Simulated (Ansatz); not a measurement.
An input meant for the cluster InO₂H (charge 0, triplet; scaled by 0.96).

```yaml
crystal:
  periodic: [true, true, true]
  atoms:
    - {symbol: In, position_ang: [0.926413, -1.484462, 0.242833]}
    - {symbol: O, position_ang: [-0.645773, 0.222714, -0.344998]}
    - {symbol: O, position_ang: [0.089498, 0.254367, 0.851731]}
    - {symbol: H, position_ang: [-0.370138, 1.007390, -0.749567]}
basis:
  gaussian: {orbitals: def2-mTZVPP}
magnetization: {spin_polarized: true, initial_magnetization: 2}
hamiltonian: {xc: {name: PBE0}, dispersion: d3bjatm}
```

```sh
$ ansatz run in.yaml --threads 2 --pin off --events-out ev --progress --plain --max-ram 4352MiB
```

It prints (some lines left out):

```
Error: YAML parse error: error: line 2 column 3: crystal: missing field `lattice` (a structure is typed as `lattice` and `atoms`, a molecule's as `atoms` in Å alone, or read from a run's directory, `checkpoint`)
 --> <input>:2:3
1 | crystal:
2 |   periodic: [true, true, true]
3 |   atoms:
4 |     - {symbol: In, position_ang: [0.926413, -1.484462, 0.242833]}
```

(1) What is wrong with this run?

Answers

(1) The species is marked periodic without a cell. The program refused the input.
